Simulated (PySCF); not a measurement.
SMILES C1=C(F)C=CC12C=CC=C2, C9H7F

Geometry (Å), atoms numbered from 1 in this order:
```xyz
17

F    -2.973    1.708    0.116
C    -1.901    0.943   -0.018
C    -0.628    1.284    0.246
C     0.239    0.088   -0.063
C     1.300    0.350   -1.111
C     2.511    0.038   -0.613
C     2.360   -0.434    0.769
C     1.058   -0.408    1.109
C    -0.764   -0.950   -0.530
C    -2.005   -0.435   -0.498
H    -0.255    2.238    0.613
H     1.062    0.729   -2.105
H     3.462    0.121   -1.143
H     3.183   -0.752    1.411
H     0.609   -0.695    2.060
H    -0.464   -1.952   -0.837
H    -2.941   -0.924   -0.772
```

Method: PySCF, quadratic response CAM-B3LYP/aug-cc-pVDZ first hyperpolarisability, Taylor convention, gas phase. Geometry: PBE0-D3(BJ)/def2-SVP.

Problem. What is the first hyperpolarisability, and how does it disperse?

Solution. In au, Taylor convention; the vector part is βᵢ = ⅓ Σⱼ (βᵢⱼⱼ + βⱼᵢⱼ + βⱼⱼᵢ); β∥ is 3/5 of the vector part along the dipole, the dipole points from − to +:
```tsv
process	λ (nm)	β vector norm	β∥	β HRS	depolarisation ratio
static β(0;0,0)	∞	217.7	-128.7	85.3	6.18
second harmonic β(−2ω;ω,ω)	1907	224.0	-132.5	87.8	6.17
Pockels β(−ω;ω,0)	1907	219.8	-130.0	–	–
second harmonic β(−2ω;ω,ω)	1064	238.6	-141.3	93.8	6.14
Pockels β(−ω;ω,0)	1064	224.5	-132.8	–	–
```

Problem. Which lowest excitations, dipole and polarisabilities go with it?

Solution. S1 4.35 eV (f = 0.015); S2 4.41 eV (f = 0.018); S3 5.41 eV (f = 0.000); dipole 1.66 D; isotropic α 100.1 au static, 100.4 au at 1907 nm, 101.3 au at 1064 nm, 101.5 au at 953.5 nm, 105.1 au at 532 nm.
